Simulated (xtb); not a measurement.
F$_{3}$Y, singlet, from a rough starting geometry (GFN-xTB shapes and energies of metal compounds can be far from the true ones); GFN2-xTB in xtb.

Here is a job for xtb.
```
$ xtb mol.xyz --gfn 2 --opt vtight --json

# file mol.xyz
4

Y      0.04190899     0.00925527    -0.00495207
F     -1.56055086    -0.95924700     0.07042664
F      0.06380752     1.73671493    -0.74299035
F      1.56573040    -0.66878403     0.64742463
```

The log (banner, timings and long lists left out):

```
   ID    Z sym.   atoms
    1   39 Y      1
    2    9 F      2-4

           -------------------------------------------------
          |                Calculation Setup                |
           -------------------------------------------------

           -------------------------------------------------
          |                 G F N 2 - x T B                 |
           -------------------------------------------------

          ...................................................
          :                      SETUP                      :
          :.................................................:
          :  # basis functions                  22          :
          :  # atomic orbitals                  21          :
          :  # shells                            9          :
          :  # electrons                        24          :
          :  max. iterations                   250          :
          :  Hamiltonian                  GFN2-xTB          :
          :  restarted?                      false          :
          :  GBSA solvation                  false          :
          :  PC potential                    false          :
          :  electronic temp.          300.0000000     K    :
          :  accuracy                    1.0000000          :
          :  -> integral cutoff          0.2500000E+02      :
          :  -> integral neglect         0.1000000E-07      :
          :  -> SCF convergence          0.1000000E-05 Eh   :
          :  -> wf. convergence          0.1000000E-03 e    :
          :  Broyden damping             0.4000000          :
          :  net charge                          0          :
          :  unpaired electrons                  0          :
          ...................................................

 iter      E             dE          RMSdq      gap      omega  full diag
   1      2.9263461  0.292635E+01  0.554E+01    0.19       0.0  T
   2    -14.0036259 -0.169300E+02  0.283E+01   29.13       1.0  T
   3    -14.5344313 -0.530805E+00  0.207E+01   16.41       1.0  T
   4    -14.6079655 -0.735342E-01  0.201E+01   15.18       1.0  T
   5    -14.8770246 -0.269059E+00  0.145E+01   11.64       1.0  T
   6      4.2748438  0.191519E+02  0.599E+01    0.01       1.0  T
   7      4.3190981  0.442543E-01  0.600E+01    0.01       1.0  T
   8      2.4000784 -0.191902E+01  0.573E+01    0.03       1.0  T
   9      2.8081666  0.408088E+00  0.578E+01    0.03       1.0  T
[...]
 * total energy  :   -15.5972414 Eh     change       -0.4935034E-03 Eh
 * total energy  :   -15.5991714 Eh     change       -0.1930090E-02 Eh
 * total energy  :   -15.6000992 Eh     change       -0.9277853E-03 Eh
 * total energy  :   -15.6013084 Eh     change       -0.1209147E-02 Eh
 * total energy  :   -15.6017375 Eh     change       -0.4291505E-03 Eh
 * total energy  :   -15.6019110 Eh     change       -0.1734281E-03 Eh
 * total energy  :   -15.6020479 Eh     change       -0.1369821E-03 Eh
 * total energy  :   -15.6021395 Eh     change       -0.9153755E-04 Eh
 * total energy  :   -15.6021468 Eh     change       -0.7298704E-05 Eh
 * total energy  :   -15.6021487 Eh     change       -0.1956478E-05 Eh
 * total energy  :   -15.6021491 Eh     change       -0.3213008E-06 Eh
 * total energy  :   -15.6021491 Eh     change       -0.8110308E-07 Eh
   *** GEOMETRY OPTIMIZATION CONVERGED AFTER 17 ITERATIONS ***
         :: total energy             -15.602149134648 Eh    ::
[...]
        18                         -0.3230188              -8.7898
        19                          0.2556968               6.9579
        20                          0.2693843               7.3303
        21                          0.2696136               7.3366
      -------------------------------------------------------------
                  HL-Gap            0.0923805 Eh            2.5138 eV
             Fermi-level           -0.4828302 Eh          -13.1385 eV

     #   Z          covCN         q      C6AA      α(0)
     1  39 Y        1.887     0.733   819.011    97.987
     2   9 F        0.629    -0.244    11.735     4.042
     3   9 F        0.629    -0.244    11.735     4.042
     4   9 F        0.629    -0.244    11.735     4.042

 Mol. C6AA /au·bohr⁶  :       1371.064635
 Mol. C8AA /au·bohr⁸  :     183462.283815
 Mol. α(0) /au        :        110.113024

Wiberg/Mayer (AO) data.
largest (>0.10) Wiberg bond orders for each atom

 ---------------------------------------------------------------------------
     #   Z sym  total        # sym  WBO       # sym  WBO       # sym  WBO
 ---------------------------------------------------------------------------
     1  39 Y    3.182 --     3 F    1.061     4 F    1.061     2 F    1.061
     2   9 F    1.245 --     1 Y    1.061
     3   9 F    1.245 --     1 Y    1.061
     4   9 F    1.245 --     1 Y    1.061
 ---------------------------------------------------------------------------

Topologies differ in total number of bonds
Writing topology from bond orders to xtbtopo.mol

molecular dipole:
                 x           y           z       tot (Debye)
 q only:        0.218      -0.449      -1.057
   full:        0.436      -0.897      -2.111       5.936
molecular quadrupole (traceless):
                xx          xy          yy          xz          yz          zz
 q only:       -2.045      -0.515      -1.366      -1.261       2.337       3.412
  q+dip:       -3.313      -0.844      -2.251      -2.084       3.772       5.564
   full:       -3.973      -1.002      -2.660      -2.456       4.537       6.633

optimized geometry written to: xtbopt.xyz

           -------------------------------------------------
          | TOTAL ENERGY              -15.602149134648 Eh   |
          | GRADIENT NORM               0.000049765294 Eh/α |
          | HOMO-LUMO GAP               2.513802656034 eV   |
           -------------------------------------------------

normal termination of xtb
```
